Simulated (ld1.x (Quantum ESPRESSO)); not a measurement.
**revPBE RRKJ dataset for N (Z = 7), non-relativistic all-electron reference.**

Input for ld1.x (Quantum ESPRESSO) 7.5:

```
&input
   title='N', zed=7., rel=0, dft='REVPBE', iswitch=3,
   config='[He] 2s2 2p3',
   nld=2, rlderiv=1.90, eminld=-3.0, emaxld=5.0, deld=0.02
 /
 &inputp
   pseudotype=2, tm=.false., lloc=1,
   nlcc=.false.,
   file_pseudopw='N.UPF', file_wfcaegen='ae.wfc', file_wfcncgen='nc.wfc', file_beta='beta', file_chi='chi'
 /
2
2S  1  0   2.00   0.00  1.05  1.05  0.0
2P  2  1   3.00   0.00  1.75  1.75  0.0
 &test
   configts(1)='2s2 2p3'
 /
```

Command:

```bash
ld1.x < N.in > N.out
```

Output (shortened: banner, matrices, multipoles, cross overlaps and the repeated all-electron block are left out):

```
Program LD1 v.7.5
     --------------------------- All-electron run ----------------------------

     N

     atomic number is  7.00
     dft =REVPBE   lsd =0 sic =0 latt =0  beta=0.20 tr2=1.0E-14
     Exchange-correlation= REVPBE
                           (   1   4   4   4   0   0   0)
     mesh =1085 r(mesh) =  99.89202 a.u. xmin = -7.00 dx = 0.01250
     1 Ry =  13.60569312 eV

     n l     nl                  e(Ry)          e(Ha)          e(eV)
     1 0     1S 1( 2.00)       -28.2788       -14.1394      -384.7530
     2 0     2S 1( 2.00)        -1.3666        -0.6833       -18.5937
     2 1     2P 1( 3.00)        -0.5175        -0.2587        -7.0404

     final scf error:  6.9E-16 reached in  24 iterations

     Etot =    -108.949694 Ry,     -54.474847 Ha,   -1482.336102 eV

     Ekin =     108.610461 Ry,      54.305230 Ha,    1477.720597 eV
     Encl =    -256.061106 Ry,    -128.030553 Ha,   -3483.888834 eV
     Eh   =      51.738565 Ry,      25.869282 Ha,     703.939037 eV
     Exc  =     -13.237613 Ry,      -6.618807 Ha,    -180.106902 eV

     normalization and overlap integrals

     s(1S/1S) =  1.000000  <r> =   0.2296  <r2> =    0.0713  r(max) =   0.1483
     s(2S/2S) =  1.000000  <r> =   1.3187  <r2> =    2.1104  r(max) =   1.0167
     s(2P/2P) =  1.000000  <r> =   1.4854  <r2> =    2.9255  r(max) =   0.9793

     ------------------------ End of All-electron run ------------------------

     --------------------- Generating NC pseudopotential ---------------------

      Generating local pot.: lloc=1, matching radius rcloc =   1.7500

      Wfc   2S  rcut= 1.056  Estimated cut-off energy=      111.08 Ry
      This function has    0 nodes for 0 < r <    1.056

     ------------------- End of pseudopotential generation -------------------

     Computing logarithmic derivative in   1.91144
     Computing logarithmic derivative in   1.91144
     Computing the partial wave expansion
     R is outside the sphere for l=    0 j= 0.00
       no projector for channel:   1

     ---------------------- Testing the pseudopotential ----------------------

     N

     atomic number is  7.00   valence charge is  5.00
     dft =REVPBE   lsd =0 sic =0 latt =0  beta=0.20 tr2=1.0E-14
     mesh =1085 r(mesh) =  99.89202 xmin = -7.00 dx = 0.01250

     n l     nl             e AE (Ry)        e PS (Ry)    De AE-PS (Ry)
     1 0     2S   1( 2.00)       -1.36661       -1.36661       -0.00000
     2 1     2P   1( 3.00)       -0.51746       -0.51746       -0.00000

     eps = 4.8E-15  iter = 22

     Etot =    -108.949694 Ry,     -54.474847 Ha,   -1482.336102 eV
     Etotps =   -19.183575 Ry,      -9.591787 Ha,    -261.005834 eV

     Ekin =      12.156936 Ry,       6.078468 Ha,     165.403544 eV
     Encl =     -45.512529 Ry,     -22.756264 Ha,    -619.229498 eV
     Ehrt =      16.175911 Ry,       8.087956 Ha,     220.084486 eV
     Ecxc =      -4.482733 Ry,      -2.241366 Ha,     -60.990685 eV
     Epseu=       2.478839 Ry,       1.239419 Ha,      33.726319 eV

     ---------------------- End of pseudopotential test ----------------------
```

Generation and configuration tests took about 1.7 s on one core of a shared server CPU.

Transferability test of the new file with ld1.x, input:

```
&input
   title='N', zed=7., rel=0, dft='REVPBE', iswitch=2,
   config='[He] 2s2 2p3'
 /
 &test
   file_pseudo='N.UPF', nconf=8,
   configts(1)='2s2 2p3',
   configts(2)='2s2 2p2',
   configts(3)='2s2 2p1',
   configts(4)='2s2 2p0',
   configts(5)='2s1 2p3',
   configts(6)='2s1 2p0',
   configts(7)='2s1 2p4',
   configts(8)='2s2 2p3.3'
 /
```

```bash
ld1.x < N.test.in > N.test.out
```

Pseudopotential blocks of its output, shortened (energy terms left out):

```
     ---------------------- Testing the pseudopotential ----------------------

     n l     nl             e AE (Ry)        e PS (Ry)    De AE-PS (Ry)
     1 0     2S   1( 2.00)       -1.36661       -1.36661        0.00000
     2 1     2P   1( 3.00)       -0.51746       -0.51746       -0.00000

     eps = 5.7E-15  iter = 25

     Etot =    -108.949694 Ry,     -54.474847 Ha,   -1482.336102 eV
     Etotps =   -19.183575 Ry,      -9.591788 Ha,    -261.005836 eV

     ---------------------- End of pseudopotential test ----------------------

          ---------------------- Testing the pseudopotential ----------------------

     n l     nl             e AE (Ry)        e PS (Ry)    De AE-PS (Ry)
     1 0     2S   1( 2.00)       -2.38730       -2.39004        0.00274
     2 1     2P   1( 2.00)       -1.51658       -1.51472       -0.00187

     eps = 2.1E-15  iter = 21

     Etot =    -107.954431 Ry,     -53.977216 Ha,   -1468.794865 eV
     Etotps =   -18.188485 Ry,      -9.094243 Ha,    -247.466948 eV
     dEtot_ae =       0.995262 Ry
     dEtot_ps =       0.995090 Ry,   Delta E=       0.000173 Ry

     ---------------------- End of pseudopotential test ----------------------

          ---------------------- Testing the pseudopotential ----------------------

     n l     nl             e AE (Ry)        e PS (Ry)    De AE-PS (Ry)
     1 0     2S   1( 2.00)       -3.61443       -3.60991       -0.00452
     2 1     2P   1( 1.00)       -2.75125       -2.72840       -0.02285  !

     eps = 1.8E-15  iter = 19

     Etot =    -105.838387 Ry,     -52.919193 Ha,   -1440.004611 eV
     Etotps =   -16.082293 Ry,      -8.041147 Ha,    -218.810743 eV
     dEtot_ae =       3.111307 Ry
     dEtot_ps =       3.101282 Ry,   Delta E=       0.010025 Ry

     ---------------------- End of pseudopotential test ----------------------

          ---------------------- Testing the pseudopotential ----------------------

     n l     nl             e AE (Ry)        e PS (Ry)    De AE-PS (Ry)
     1 0     2S   1( 2.00)       -5.00668       -4.96793       -0.03875  !
     2 1     2P   1( 0.00)       -4.18470       -4.09737       -0.08733  !

     eps = 4.0E-15  iter = 24

     Etot =    -102.385658 Ry,     -51.192829 Ha,   -1393.027837 eV
     Etotps =   -12.679745 Ry,      -6.339873 Ha,    -172.516723 eV
     dEtot_ae =       6.564036 Ry
     dEtot_ps =       6.503830 Ry,   Delta E=       0.060207 Ry

     ---------------------- End of pseudopotential test ----------------------

          ---------------------- Testing the pseudopotential ----------------------

     n l     nl             e AE (Ry)        e PS (Ry)    De AE-PS (Ry)
     1 0     2S   1( 1.00)       -2.39570       -2.40570        0.01000  !
     2 1     2P   1( 3.00)       -1.52487       -1.53055        0.00568  !

     eps = 9.5E-15  iter = 27

     Etot =    -107.083625 Ry,     -53.541812 Ha,   -1456.946936 eV
     Etotps =   -17.313241 Ry,      -8.656620 Ha,    -235.558638 eV
     dEtot_ae =       1.866069 Ry
     dEtot_ps =       1.870335 Ry,   Delta E=      -0.004265 Ry

     ---------------------- End of pseudopotential test ----------------------

          ---------------------- Testing the pseudopotential ----------------------

     n l     nl             e AE (Ry)        e PS (Ry)    De AE-PS (Ry)
     1 0     2S   1( 1.00)       -6.43168       -6.37012       -0.06155  !
     2 1     2P   1( 0.00)       -5.68622       -5.52263       -0.16359  !

     eps = 1.2E-15  iter = 24

     Etot =     -96.667991 Ry,     -48.333995 Ha,   -1315.235015 eV
     Etotps =    -7.011282 Ry,      -3.505641 Ha,     -95.393357 eV
     dEtot_ae =      12.281703 Ry
     dEtot_ps =      12.172293 Ry,   Delta E=       0.109411 Ry

     ---------------------- End of pseudopotential test ----------------------

          ---------------------- Testing the pseudopotential ----------------------

     n l     nl             e AE (Ry)        e PS (Ry)    De AE-PS (Ry)
     1 0     2S   1( 1.00)       -1.39942       -1.40163        0.00221
     2 1     2P   1( 4.00)       -0.54887       -0.55071        0.00184

     eps = 5.6E-15  iter = 26

     Etot =    -108.099783 Ry,     -54.049891 Ha,   -1470.772474 eV
     Etotps =   -18.333494 Ry,      -9.166747 Ha,    -249.439893 eV
     dEtot_ae =       0.849911 Ry
     dEtot_ps =       0.850081 Ry,   Delta E=      -0.000170 Ry

     ---------------------- End of pseudopotential test ----------------------

          ---------------------- Testing the pseudopotential ----------------------

     n l     nl             e AE (Ry)        e PS (Ry)    De AE-PS (Ry)
     1 0     2S   1( 2.00)       -1.11221       -1.11136       -0.00085
     2 1     2P   1( 3.30)       -0.27360       -0.27320       -0.00039

     eps = 4.2E-15  iter = 31

     Etot =    -109.067601 Ry,     -54.533800 Ha,   -1483.940306 eV
     Etotps =   -19.301422 Ry,      -9.650711 Ha,    -262.609222 eV
     dEtot_ae =      -0.117907 Ry
     dEtot_ps =      -0.117847 Ry,   Delta E=      -0.000060 Ry

     ---------------------- End of pseudopotential test ----------------------
```
